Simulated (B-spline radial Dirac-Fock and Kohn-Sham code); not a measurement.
Auger parameter of arsenic: the K level and its strongest K-LL line

Calculated with a radial atomic solver, using multi-electron Dirac-Fock with separately optimised hole states, Breit and Lamb-shift corrections added in first order. The modified Auger parameter α′ is the binding energy plus the kinetic energy of the Auger electron; it does not depend on the energy zero. For free ions it tends to fall with charge, since less charge screens the final holes.

| species | configuration | binding 1s (eV) | Auger line | kinetic (eV) | α′ (eV) |
| --- | --- | --- | --- | --- | --- |
| As⁺ | [Ar] 3d10 4s2 4p2 | 11886.0 | L2L3 J=2 | 9076.1 | 20962.1 |
| As²⁺ | [Ar] 3d10 4s2 4p1 | 11898.9 | L2L3 J=2 | 9061.7 | 20960.6 |
| As²⁺ (Watson 1.8 Å) | [Ar] 3d10 4s2 4p1 | 11883.1 | L2L3 J=2 | 9077.7 | 20960.8 |
| As²⁺ (Watson 2.4 Å) | [Ar] 3d10 4s2 4p1 | 11887.0 | L2L3 J=2 | 9073.7 | 20960.7 |
| As³⁺ | [Ar] 3d10 4s2 | 11913.4 | L2L3 J=2 | 9046.1 | 20959.5 |
| As³⁺ (Watson 2.2 Å) | [Ar] 3d10 4s2 | 11893.8 | L2L3 J=2 | 9065.7 | 20959.5 |
| As⁴⁺ | [Ar] 3d10 4s1 | 11930.4 | L2L3 J=2 | 9028.0 | 20958.4 |
| As⁴⁺ (Watson 1.8 Å) | [Ar] 3d10 4s1 | 11898.4 | L2L3 J=2 | 9060.0 | 20958.4 |
| As⁴⁺ (Watson 2.2 Å) | [Ar] 3d10 4s1 | 11904.2 | L2L3 J=2 | 9054.2 | 20958.4 |
| As⁵⁺ | [Ar] 3d10 | 11948.8 | L2L3 J=2 | 9009.2 | 20958.0 |
| As⁶⁺ | [Ar] 3d9 | 11983.6 | L2L3 J=2 | 8969.7 | 20953.3 |
| As⁷⁺ | [Ar] 3d8 | 12021.1 | L2L3 J=2 | 8927.7 | 20948.8 |
